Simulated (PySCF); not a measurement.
(3R,4R)-3,4-difluorocyclobutene (C₄H₄F₂), SMILES F[C@@H]1C=C[C@H]1F. Atoms are numbered in the order given.

```xyz
10

F     -1.7352    -0.2473    -0.8774
C     -0.6911     0.3688    -0.2175
C     -0.6361     0.2318     1.2875
C      0.6361    -0.2318     1.2875
C      0.6911    -0.3688    -0.2175
F      1.7352     0.2473    -0.8774
H     -0.5900     1.4104    -0.5959
H     -1.3767     0.4469     2.0723
H      1.3767    -0.4469     2.0723
H      0.5900    -1.4104    -0.5959
```

Coordinates come from a PBE-D3(BJ)/def2-SVP optimisation.

The numbers are results of PySCF with PBE-D3(BJ)/def2-SVP, not measurements.

Frequencies are harmonic and unscaled.

Question: Give all harmonic wavenumbers and intensities. (An estimate is asked for; the answer gives what the named calculation found.)

Answer: 
```
mode  ν (cm⁻¹)  IR (km/mol)  moving atoms (share of kinetic energy)
----  --------  -----------  --------------------------------------
1          179          3.0                  C 43 %, F 40 %, H 17 %
2          294          0.5                   F 64 %, C 27 %, H 9 %
3          320          6.4                  C 43 %, F 37 %, H 20 %
4          420          2.2                  C 44 %, F 31 %, H 25 %
5          596          9.9                  F 44 %, C 41 %, H 14 %
6          661         12.9                  C 44 %, H 39 %, F 16 %
7          828         61.4                          H 49 %, C 47 %
8          923          0.5                          H 70 %, C 28 %
9          962          0.1                          H 56 %, C 43 %
10         962         23.2                          H 54 %, C 45 %
11         987          0.3                          H 52 %, C 44 %
12        1040         20.3                  C 58 %, H 28 %, F 14 %
13        1077        124.9                   C 65 %, F 27 %, H 8 %
14        1125         12.5                          C 58 %, H 40 %
15        1156         18.6                          H 65 %, C 33 %
16        1177         43.4                  H 50 %, C 39 %, F 11 %
17        1272         12.6                          H 66 %, C 32 %
18        1311         60.7                          H 58 %, C 42 %
19        1335         74.4                          H 61 %, C 37 %
20        1592          0.4                           C 91 %, H 9 %
21        2989          6.8                           H 92 %, C 8 %
22        2993         35.6                                  H 92 %
23        3131          3.7                                  H 92 %
24        3160          3.6                          H 89 %, C 11 %
```
